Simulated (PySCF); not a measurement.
# Removing an electron from `C=C(C)[SiH2]P[SiH3]`

Species: C3H11PSi2.
Atom-mapped SMILES: `[CH2:1]=[C:2]([CH3:3])[SiH2:4][PH:5][SiH3:6]` (hydrogens: H7, H8 on C1; H9, H10, H11 on C3; H12, H13 on Si4; H14 on P5; H15, H16, H17 on Si6)

Cartesian coordinates in Å at the PBE0-D3(BJ)/def2-SVP level; atoms count from 1:
```
atom  x, y, z in Å
C1    -1.599   -0.024    1.236
C2    -1.320   -0.502    0.015
C3    -1.320   -1.971   -0.298
Si4   -0.824    0.691   -1.347
P5     1.290    0.117   -1.944
Si6    2.160    0.405    0.126
H7    -1.854   -0.693    2.067
H8    -1.586    1.048    1.459
H9    -1.592   -2.575    0.581
H10   -0.326   -2.300   -0.646
H11   -2.026   -2.205   -1.112
H12   -0.916    2.096   -0.845
H13   -1.693    0.539   -2.556
H14    1.652    1.415   -2.418
H15    3.636    0.593   -0.011
H16    1.899   -0.841    0.905
H17    1.588    1.572    0.867
```

Level: CAM-B3LYP/def2-SVPD (PySCF). Frontier orbitals with their largest atomic shares (Löwdin; up to four atoms above 4 %):

```csv
orbital,ε (eV),main atoms
HOMO−3,-10.13,"C2 26 %, Si4 18 %, C3 9 %, P5 9 %"
HOMO−2,-9.76,"P5 30 %, Si6 17 %, Si4 16 %, C2 8 %"
HOMO−1,-9.03,"C1 25 %, C2 24 %, P5 15 %, Si4 7 %"
HOMO,-8.41,?
LUMO,0.58,"C1 28 %, C2 24 %, Si4 10 %, P5 8 %"
LUMO+1,0.87,"P5 17 %, Si4 17 %, Si6 14 %, H14 8 %"
LUMO+2,1.08,"Si6 29 %, P5 26 %, Si4 12 %, H17 8 %"
```

What vertical ionisation energy does ΔSCF give, and how far is −ε(HOMO) from it?

ΔSCF: 9.05 eV (873 kJ/mol; threshold wavelength 137 nm); ⟨S²⟩ of the doublet left behind is 0.763, against 0.75 for a pure doublet. −ε(HOMO) is 8.41 eV, 0.64 eV below it. For the exact functional −ε(HOMO) would equal the first vertical ionisation energy; CAM-B3LYP (range-separated hybrid) falls short of its own ΔSCF value by 7 %. Holes in the HOMO−1 and HOMO−2 were tried too where these lie within 1.2 eV of the HOMO; the lowest converged state counts.

On which atoms does the HOMO lie?

P5 (three-coordinate phosphorus) 54 %, Si4 (SiH2 silicon) 10 %, Si6 (SiH3 silicon) 8 %, C1 (terminal =CH2 carbon) 7 %. The HOMO−1 lies 0.62 eV lower.

With α = 120.5 au, estimate the like-pair dispersion coefficient by London's formula C6 = (3/4)α²I.

I = 0.3325 Eh, so C6 ≈ 3620 au, a rough estimate.

Shift the occupied levels rigidly so that −ε(HOMO) equals the ΔSCF value. What binding energies result?

The shift is +0.64 eV: HOMO 9.05, HOMO−1 9.67, HOMO−2 10.40, HOMO−3 10.77 eV. A rigid shift is only a rough guide to the deeper ionisations.

What total energies stand behind the ΔSCF value?

E(N) = -1040.83232 Eh and E(N − 1) = -1040.49980 Eh at the same geometry, 0.33252 Eh apart.

Isolated species at its PBE0-D3(BJ)/def2-SVP geometry (one conformer only).

These values come from a run that also computed excited states and ΔSCF ions. The run took 2.5 min on an Arm Neoverse V1 with one thread, no GPU (shared host).
